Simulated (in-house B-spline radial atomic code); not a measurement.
The numbers below are computed, except where a source is named.
# Two electrons in Si: a Gaussian well −V exp(−r²/w²) with V = 72.4 meV and w = 18.1 nm

For Si the NSM archive of the Ioffe Institute lists m_l = 0.98 m0, m_t = 0.19 m0 and ε = 11.7; the model takes one isotropic valley with the conductivity mass 3/(1/m_l + 2/m_t) = 0.26 m0, and so misses anisotropy and the other valleys. All triplets below are those of one valley; with several valleys two electrons can form a triplet in the 1s orbital itself, at an energy set by the valley splitting.

Effective-mass model with parabolic bands, a uniform dielectric constant, no image charges, no central-cell or spin-orbit terms. Two-electron levels come from full CI in B-splines with partial waves to l = 5 (up to 0.001 effective hartree above the limit).

What are the effective units, and what is the potential in them?

Ha* = 27211.386 meV × 0.26/11.7² = 51.68 meV and a* = 0.0529177 nm × 11.7/0.26 = 2.381 nm. V = 1.4 Ha* and w = 7.6 a*.

In these units the lowest s and p orbitals lie at -1.086251 and -0.888686, and their Coulomb and exchange integrals are J_ss = 0.356347, J_sp = 0.291819 and K_sp = 0.05722. Full CI gives -1.875866 for the ground singlet, -1.756981 for the sp triplet, -1.685580 for the sp singlet and -1.591935 for the lowest triplet of two s orbitals.

What does it cost to add the second electron, to first order and exactly?

To first order E = 2ε_s + J_ss = -1.816155, so the charging energy E(2) − 2E(1) is J_ss = 18.42 meV. CI gives -1.875866 − 2 × (-1.086251) = 0.296636, or 15.33 meV: relaxation and correlation lower it by 3.086 meV, 16.8 % of J_ss. The s² configuration of one-electron orbitals holds 89.0 % of the state, and the mean radius is 6.98 nm. The second electron is bound by ε_s − E = 40.81 meV, against 56.14 meV for the first.

How far above the singlet do the triplets lie?

To first order the sp triplet lies at ε_s + ε_p + J_sp − K_sp = -1.740343, which is 3.918 meV above 2ε_s + J_ss. CI gives -1.756981 − (-1.875866) = 0.118885, or 6.144 meV, 60 % of the orbital spacing of 10.21 meV. The ss triplet lies 14.67 meV up, so the lower of the two is the sp one, and its gap equals k_BT at 71.3 K. The sp singlet-triplet splitting is 3.69 meV, against 2K_sp = 5.915 meV.
